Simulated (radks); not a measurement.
Results of a calculation; reference values are marked as such.
Removal energies from neutral sulfur, [Ne] 3s2 3p4, by Delta-SCF beside the eigenvalue of the level emptied. Level of theory: non-relativistic Kohn-Sham, PBE, spin-polarised, spherical densities, point nucleus (a radial shooting solver on a logarithmic mesh with Libxc functionals). Open shells are filled with parallel spins first.

| removed from | final configuration | Delta-SCF (eV) | -eigenvalue (eV) |
|---|---|---|---|
| 3p | [Ne] 3s2 3p3 | 10.246 | 5.991 |
| 3s | [Ne] 3s1 3p4 | 20.848 | 16.016 |
| 2p | [He] 2s2 2p5 3s2 3p4 | 172.22 | 156.13 |
| 2s | [He] 2s1 2p6 3s2 3p4 | 224.61 | 210.12 |
